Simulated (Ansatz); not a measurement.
`O=CC(F)(F)[SiH3]`. Total charge 0; spin multiplicity 1.

Cartesian coordinates in Å:
```
O -1.560 1.118 -1.372
C -1.277 0.057 -0.903
C -0.563 -0.094 0.432
F -0.880 -1.327 0.936
F -1.020 0.839 1.305
Si 1.362 0.058 0.281
H -1.470 -0.906 -1.419
H 1.815 -0.929 -0.729
H 1.916 -0.252 1.619
H 1.676 1.438 -0.149
```

Give the diagnostics of a CCSD(T)/def2-TZVPP run (frozen core, Ansatz). (Best estimate.)

The calculation gave: T1 = 0.0142, largest single amplitude 0.030, largest double 0.063, (T) share of the correlation energy 3.6 %, 11 CCSD cycles. The RHF solution is stable towards an unrestricted one. T1 lies under the customary mark of 0.02 for closed shells.
